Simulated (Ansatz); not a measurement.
Basis sets compared for Zr₄O₁₅H₁₄, a hydroxylated oxide cluster. The state is a singlet with charge 0. Geometry PBE-D4/def2-SVP. Ansatz on 2 threads of AMD EPYC 7R13 on a shared host and a share (18 GiB) of an NVIDIA H100 80GB HBM3; times are rough, and most runs start from earlier orbitals.

```xyz
33

Zr   -0.0778    0.9230    0.1380
Zr    1.0129   -2.2979   -0.1011
Zr   -2.9113   -1.2581    0.7422
Zr    1.6412    3.6298   -1.3886
O    -0.0750   -3.9104   -0.5394
O     2.5667   -2.3166   -1.2939
O    -2.5980   -2.8723   -0.2705
O     1.8211   -2.7390    1.6199
O    -0.5977   -1.1356    1.0844
O     1.8922    0.2491    0.3983
O     0.0170   -0.7929   -1.3000
O     2.9363    2.8620   -0.1423
O    -4.7938   -0.8769    0.4583
O    -2.7731   -1.4966    2.7053
O    -2.2398    0.6125   -0.0496
O    -0.1565    1.8827    1.8242
O     0.1717    2.3147   -1.2252
O     2.3480    3.6082   -3.2026
O     1.0705    5.4007   -0.8181
H     0.0440   -4.8688   -0.4358
H     3.5149   -2.4563   -1.4270
H    -1.7779   -3.4086   -0.4354
H     2.3310   -2.3962    2.3693
H    -0.5209   -1.2323    2.0561
H     2.4534    0.0863   -0.3858
H     0.2124   -0.6695   -2.2457
H     2.8533    2.0287    0.3755
H    -5.7289   -0.8119    0.2272
H    -3.4403   -1.6189    3.3986
H    -2.8520    1.2651   -0.4310
H    -0.1576    2.2654    2.7109
H     2.8265    3.7686   -4.0251
H     0.9875    6.2622   -0.3910
```

In the def2 sets Zr takes a core potential; there is no spin–orbit coupling. Single mean-field runs in def2-SVP, def2-TZVP are fitted with def2-universal-jkfit.

Binding counts from free atoms (Zr triplet, O triplet, H doublet) in the same basis, without a counterpoise term.

```tsv
level	functions	energy (Eh)	HOMO (eV)	LUMO (eV)	binding per atom (eV)	wall time
PBE-D4/def2-SVP	404	-1324.2132	-6.33	-1.01	–	7 s
PBE0-D4/def2-SVP	404	-1324.0732	-8.04	-0.24	4.71	7 s
```

Question: Estimate the rows for PBE-D4/def2-TZVP, PBE0-D4/def2-TZVP (with forces).

Answer: 
```
                          level  functions  energy (Eh)  HOMO (eV)  LUMO (eV)  binding per atom (eV)  wall time
               PBE-D4/def2-TZVP        709   -1325.6032      -6.58      -1.26                      –      8.5 s
PBE0-D4/def2-TZVP (with forces)        709   -1325.4540      -8.23      -0.46                   4.64       12 s
```
